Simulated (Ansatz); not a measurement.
**Question.** Name a neutral molecule of Br, C, F, I and H with HOMO–LUMO gap (PBE/def2-TZVPP) between 3.75 and 4.05 eV and LUMO energy (PBE0/def2-TZVPP) between -2.00 and -1.70 eV (Ansatz, PBE0-D4/def2-TZVP geometry).

**Answer.** `FC(Br)I` (3.87 eV, -1.86 eV). Other molecules can fit too; these were computed, each in one conformer that needn't be the lowest.
